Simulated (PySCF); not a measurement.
Electron correlation in Nb²⁺ (niobium, charge +2)

[Kr] 4d2 5s1, high-spin 4F determinant (an excited configuration). Calculation: PySCF 2.14, in x2c-TZVPPall (8s6p6d2f1g, 79 functions); scalar relativity by spin-free X2C-1e. Frozen: [Kr]; 3 electrons correlated.

MP2 pair energies summed by pair of shells (mhartree):

```csv
pair,energy,share (%)
4d-5s,-8.13,69.1
4d-4d,-3.64,30.9
```

Total MP2 correlation energy: -11.77 mhartree.

Same-spin part -11.77 and opposite-spin part 0.00 mhartree; SCS-MP2 scales them by 1/3 and 6/5 to -3.92 mhartree.
